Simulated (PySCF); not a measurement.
**Broadened absorption spectrum of C6H5Cl**

C6H5Cl.
SMILES: `C#C[C@@H]1C(=C)[C@H]1Cl`

Computed, not measured: TDDFT wB97X-D/def2-SVPD, vertical, gas phase, core orbitals frozen in the response (PySCF). Geometry: GFN2-xTB; no solvent, vibrations or thermal averaging.

Each state is given a Gaussian of 0.25 eV full width at half maximum, with ε(max) = 2.175×10⁸ f / Δν̃ (Δν̃ the width in cm⁻¹). The cross-section is σ = 3.8235×10⁻²¹ ε cm², given in Mb (10⁻¹⁸ cm²). The width is an assumption, not a result. The curve ends short of the highest state used, and states not computed would add to its high-energy end.

| E (eV) | σ (Mb) |
| --- | --- |
| 5.42 | 0.01 |
| 5.45 | 0.02 |
| 5.48 | 0.04 |
| 5.51 | 0.08 |
| 5.55 | 0.23 |
| 5.58 | 0.43 |
| 5.61 | 0.77 |
| 5.64 | 1.27 |
| 5.68 | 2.23 |
| 5.71 | 3.14 |
| 5.74 | 4.14 |
| 5.77 | 5.10 |
| 5.80 | 5.87 |
| 5.84 | 6.37 |
| 5.87 | 6.25 |
| 5.90 | 5.73 |
| 5.93 | 4.90 |
| 5.97 | 3.55 |
| 6.00 | 2.57 |
| 6.03 | 1.73 |
| 6.06 | 1.08 |
| 6.10 | 0.51 |
| 6.13 | 0.27 |
| 6.16 | 0.13 |
| 6.19 | 0.06 |
| 6.22 | 0.03 |
| 6.26 | 0.02 |
| 6.29 | 0.04 |
| 6.32 | 0.07 |
| 6.35 | 0.14 |
| 6.39 | 0.31 |
| 6.42 | 0.56 |
| 6.45 | 0.98 |
| 6.48 | 1.69 |
| 6.51 | 2.84 |
| 6.55 | 5.34 |
| 6.58 | 8.11 |
| 6.61 | 11.66 |
| 6.64 | 15.79 |
| 6.68 | 21.63 |
| 6.71 | 25.83 |
| 6.74 | 29.85 |
| 6.77 | 34.24 |
| 6.80 | 40.04 |

Problem. Where are the band maxima, and which computed states make them?

Solution. 212 nm (5.85 eV), ε about 1700, made up of S1 (35%) and S2 (65%) (ε in L mol⁻¹ cm⁻¹; maxima over ε = 5, shares over 10%). At its high-energy end, 6.80 eV, the curve is still rising (ε about 10000, from S4, S5 and S6). The states used: S1 5.79 eV (f 0.0062); S2 5.88 eV (f 0.010); S3 6.55 eV (f 0.0017); S4 6.74 eV (f 0.052); S5 6.84 eV (f 0.015); S6 7.02 eV (f 0.312); S7 7.18 eV (f 0.0086); S8 7.40 eV (f 0.071).

Problem. Does any computed singlet lie in the visible range?

Solution. No computed singlet lies in the visible range (380 to 750 nm); the lowest, at 214 nm, stands 2.53 eV above its violet end (3.26 eV).

Problem. On this curve, what absorbance would a 10⁻⁵ mol/L sample give at 222 nm over a 1 cm path?

Solution. 222 nm is 5.585 eV, where ε is about 120 L mol⁻¹ cm⁻¹, so A = ε c l ≈ 0.0012 (Beer–Lambert, with the gas-phase spectrum and the assumed width).

Problem. What would ε be at 5.85 eV, the highest of these maxima, with half the width (0.125 eV)?

Solution. About 2730 L mol⁻¹ cm⁻¹ against 1670, a factor of about 1.6; a lone state at its own centre would give exactly 2.

Time: 27 s; peak memory 0.77 GiB. Hardware: an Arm Neoverse V1 with one thread (shared host).
